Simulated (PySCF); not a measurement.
C₅H₆OSe.
Numbering: `[OH:1][CH2:2][c:3]1[cH:4][cH:5][se:6][cH:7]1` (hydrogens: H8 on O1; H9, H10 on C2; H11 on C4; H12 on C5; H13 on C7)

Structure used (PBE0-D3(BJ)/def2-SVP), in Å, numbered top down from 1:
```
atom  x, y, z in Å
O1    -2.0049    0.8665    0.8555
C2    -1.5586    0.1751   -0.2811
C3    -0.0966   -0.1672   -0.2158
C4     0.8907    0.7947    0.1826
C5     2.1735    0.3324    0.1948
Se6    2.2651   -1.4475   -0.3208
C7     0.4218   -1.3993   -0.5100
H8    -1.7556    0.3460    1.6270
H9    -1.7433    0.8495   -1.1342
H10   -2.1438   -0.7454   -0.4747
H11    0.6218    1.8155    0.4625
H12    3.0742    0.8856    0.4598
H13   -0.1336   -2.2832   -0.8247
```

Computed with PySCF at PBE0/def2-SVPD, non-relativistic, on one gas-phase PBE0-D3(BJ)/def2-SVP geometry that isn't relaxed in the solvent. The solvent is an IEF-PCM continuum (cavity from Bondi-type radii × 1.2), and excitations are vertical TDDFT with non-equilibrium linear response and a frozen core. The model holds no explicit solvent molecules, cavitation or dispersion. Spin–orbit coupling is left out although an atom past zinc is present.

```json
{"run": "gas", "E − E(gas) (kcal/mol)": "0.00", "HOMO (eV)": "-6.90", "HOMO–LUMO gap (eV)": "6.15", "dipole (D)": "1.16", "lowest singlet (eV)": "5.34", "static polarisability (au)": "87.3"}
{"run": "P", "E − E(gas) (kcal/mol)": "-5.79", "HOMO (eV)": "-6.85", "HOMO–LUMO gap (eV)": "6.17", "dipole (D)": "1.49", "lowest singlet (eV)": "5.31", "static polarisability (au)": "122.3"}
{"run": "Q", "E − E(gas) (kcal/mol)": "-2.66", "HOMO (eV)": "-6.86", "HOMO–LUMO gap (eV)": "6.16", "dipole (D)": "1.28", "lowest singlet (eV)": "5.28", "static polarisability (au)": "101.8"}
```

The runs were made in acetone and benzene. Which run belongs to which solvent?

P = acetone, Q = benzene. The dielectric constants are 2.271 (benzene), 20.49 (acetone), and the energy falls further as ε rises. The optical constants n² used for the excitations are 2.25, 1.85 in the same order. In this model the ground state sees the solvent through ε alone.

How constant is the ratio of the lowering to (ε − 1)/(2ε + 1)?

| solvent | (ε − 1)/(2ε + 1) | E − E(gas) (kcal/mol) | ratio (kcal/mol) | polarisation term (kcal/mol) |
| --- | --- | --- | --- | --- |
| benzene | 0.229 | -2.66 | -11.6 | -2.80 |
| acetone | 0.464 | -5.79 | -12.5 | -6.48 |

The ratio changes by +7.5 % in size from benzene to acetone. The polarisation term is half the interaction of the solute with the induced surface charges.

Rough CPU time on one thread of a shared machine: about 40 s. This is the whole response run at PBE0/def2-SVPD in acetone, SCF included.
